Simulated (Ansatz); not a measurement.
C$_{2}$H$_{4}$SSe (`C=C(S)[SeH]`), relaxed with RKS PBE0-D4/def2-TZVP in Ansatz from a PBE-D4/def2-SVP geometry. The force threshold is 0.005 eV/Å; the program also tests the step.

Total charge 0; spin multiplicity 1.

Start:

```xyz
8

C    -1.136   -0.725   -0.493
C    -0.047   -0.054   -0.056
S     1.591   -0.687   -0.318
Se   -0.252    1.620    0.876
H    -1.028   -1.597   -1.157
H    -2.149   -0.418   -0.195
H     2.193    0.521   -0.515
H     0.829    1.340    1.858
```

```csv
step,energy (eV),largest force (eV/Å),largest move (Å)
1,-78310.5102,0.729,0.000
2,-78310.5482,0.257,0.051
3,-78310.5517,0.231,0.055
4,-78310.5542,0.035,0.022
5,-78310.5542,0.056,0.005
6,-78310.5543,0.018,0.002
7,-78310.5543,0.011,0.004
8,-78310.5543,0.001,0.001
```

End:

```xyz
8

C    -1.119   -0.715   -0.486
C    -0.046   -0.052   -0.061
S     1.570   -0.678   -0.330
Se   -0.248    1.603    0.867
H    -1.016   -1.583   -1.128
H    -2.117   -0.409   -0.199
H     2.172    0.508   -0.517
H     0.804    1.326    1.854
```

It took 27 s on 4 threads of an AMD EPYC 7B13 on a shared host, with 0.48 GiB of host memory at the peak.
